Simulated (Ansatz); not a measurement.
Ansatz (a program for electronic structure) input for difluorosilyl(difluoro)silane (F4H2Si2), SMILES [SiH]([SiH](F)F)(F)F, PBE/def2-SVPD. The structure is a stationary point at r2SCAN-D4/def2-SVP. One conformer was computed; it need not be the lowest.

Ansatz 0.2 input:
```yaml
crystal:
  periodic: [false, false, false]
  atoms:
    - {symbol: Si, position_ang: [-1.11006092, 0.37301873, -0.00000000]}
    - {symbol: F, position_ang: [-1.84070349, -0.24778068, 1.30497405]}
    - {symbol: F, position_ang: [-1.84070348, -0.24778069, -1.30497406]}
    - {symbol: Si, position_ang: [1.11006092, -0.37301873, 0.00000000]}
    - {symbol: F, position_ang: [1.84070349, 0.24778068, -1.30497405]}
    - {symbol: F, position_ang: [1.84070348, 0.24778069, 1.30497406]}
    - {symbol: H, position_ang: [-1.30848843, 1.84381047, -0.00000001]}
    - {symbol: H, position_ang: [1.30848843, -1.84381047, 0.00000001]}
basis:
  gaussian:
    orbitals: def2-SVPD
hamiltonian:
  xc: {name: PBE}
```

Program output:

```
WARN ansatz: RAYON_NUM_THREADS=1 ignored (pool sized by the plan → 1); use --threads N
Functional definition: PBE
integrals: 0.09 GiB planned
1324 factors; their error is unknown
mean field: 0.58 GiB planned
mean field evaluation 1: about -26624.3826 eV, gradient 6.4e1 eV
mean field evaluation 2: about -26597.1013 eV, gradient 1.5e2 eV
mean field evaluation 4: about -26630.6266 eV, gradient 1.5e0 eV
mean field evaluation 8: about -26630.6405 eV, gradient 6.3e-2 eV
mean field evaluation 16: about -26630.5992 eV, gradient 6.1e-5 eV
mean field -26630.59917431 eV, -978.6564687873 hartree, gradient 3.6e-5 eV, S^2 0.000000; 0 other end points of the search recorded, 0 dependent functions left out
reference -26630.59922895 eV, -978.6564707953 hartree; 33, 33 occupied and 123, 123 virtual orbitals, 1324 factors
Total energy: -26630.59922895 eV, -978.6564707953 hartree
```

Self-consistency was reached.

Cost: roughly 7 core-seconds.
